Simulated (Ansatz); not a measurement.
Gas-phase electronic energies from Ansatz, PBE0-D4/def2-TZVP geometries. CCSD(T)/CBS adds triple-zeta CCSD(T) − MP2 to the extrapolated MP2 energy (def2 sets, frozen cores). Functionals use def2-TZVPP. HSE06 is defined as in plane-wave codes. One conformer a species, not always the lowest.

Consider the substitution at a C–C bond: `CCOC(F)F` + `OC[SiH2]O` → `COC[SiH2]O` + `COC(F)F`.

`CCOC(F)F`:

Z-matrix (Å, degrees):
```
C
C 1 1.505
H 1 1.092 2 109.9
H 1 1.091 2 110.8 3 -120.0
H 1 1.091 2 110.6 3 119.7
O 2 1.425 1 108.1 3 -179.8
H 2 1.095 1 111.1 3 -59.7
H 2 1.098 1 111.0 3 60.6
C 6 1.348 2 114.2 1 -173.8
F 9 1.338 6 107.7 2 171.3
F 9 1.361 6 111.2 2 -71.4
H 9 1.099 6 113.7 2 49.7
```

`OC[SiH2]O`:

```xyz
10

O     1.609   -0.709    0.616
C     0.537   -0.932   -0.291
Si   -0.915    0.189    0.124
O    -0.311    1.718    0.334
H     1.718    0.241    0.719
H     0.251   -1.985   -0.197
H     0.860   -0.791   -1.334
H    -1.937    0.166   -0.963
H    -1.522   -0.195    1.420
H    -0.291    2.298   -0.428
```

`COC[SiH2]O`:

Cartesian coordinates in Å:
```
C 1.142 1.289 -0.464
O 0.188 0.507 -1.135
C 0.134 -0.829 -0.651
Si -0.872 -0.915 0.957
O -2.116 0.149 0.775
H 0.934 1.366 0.612
H 2.152 0.877 -0.590
H 1.109 2.288 -0.900
H -0.385 -1.410 -1.419
H 1.144 -1.255 -0.557
H -0.053 -0.560 2.150
H -1.410 -2.285 1.158
H -1.968 0.779 0.063
```

`COC(F)F`:

Cartesian coordinates in Å:
```
C -0.649 -0.535 0.847
O -0.669 0.329 -0.275
C 0.550 0.575 -0.798
F 1.052 -0.529 -1.415
F 0.406 1.522 -1.729
H 0.022 -0.152 1.625
H -1.665 -0.562 1.234
H -0.339 -1.544 0.563
H 1.291 0.897 -0.053
```

Question: Is it downhill or uphill in electronic energy at CCSD(T)/CBS, and by how much? (Estimate.)

Answer: Computed: Uphill: ΔE = +0.57 eV.

Question: What do these levels give: LDA (SPW92), HSE06-D4, ωB97X-V, B2PLYP, PBE, BLYP, r2SCAN0, LC-ωPBE, HF/def2-SVP, MP2/def2-SVP, MP2/def2-QZVPP, SCS-MP2/def2-QZVPP? (Best estimate.)

Answer: Ansatz gave: LDA (SPW92) 0.54, HSE06-D4 0.55, ωB97X-V 0.52, B2PLYP 0.54, PBE 0.55, BLYP 0.51, r2SCAN0 0.56, LC-ωPBE 0.58, HF/def2-SVP 0.47, MP2/def2-SVP 0.52, MP2/def2-QZVPP 0.59, SCS-MP2/def2-QZVPP 0.56 eV.

Largest T1 diagnostic among the species: 0.011.

The D4 term adds −0.04 eV with B3LYP and −0.02 eV with PBE0; it sums over pairs of atoms, weighted by their polarisabilities, and B3LYP, whose exchange is more repulsive, gets the larger term. At CCSD(T), def2-SVP lies −0.10 eV from the extrapolated value and def2-TZVPP −0.03 eV.

B3LYP here is the variant with VWN-RPA as its local correlation; programs differ in this.
